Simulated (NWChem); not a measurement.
Species: H₂SeS; SMILES S[SeH]

Results from NWChem. Pople sets run with spherical d functions. All runs use the structure optimised with PBE0/def2-SVP. LC-ωPBE (HJS hole) with 6-31G*; x = 1 − exp(−ω/0.25 bohr⁻¹) is a scale chosen for this fit.

| row | x | −ε(HOMO) (eV) |
|---|---|---|
| ω = 0.05 | 0.181 | 6.71 |
| ω = 0.20 | 0.551 | 8.58 |
| ω = 0.30 | 0.699 | 9.38 |
| ω = 0.40 | 0.798 | 9.91 |
| ω = 0.60 | 0.909 | withheld |

Q: Fit a straight line of the last column on the one before it, predict the withheld value, and compare with the run.

A: 
1. Means of the 4 shown rows: x = 0.5573, y = 8.645. Slope Σ(x − x̄)(y − ȳ)/Σ(x − x̄)² = 1.137/0.2197 = 5.177; intercept 5.760.
2. The shown rows scatter about the line by 0.020 (root mean square); the largest residual is -0.03, at ω = 0.20.
3. At x = 0.909 (ω = 0.60; beyond the shown range) the line gives 10.47.
4. The run gives 10.49, +0.02 from the line.
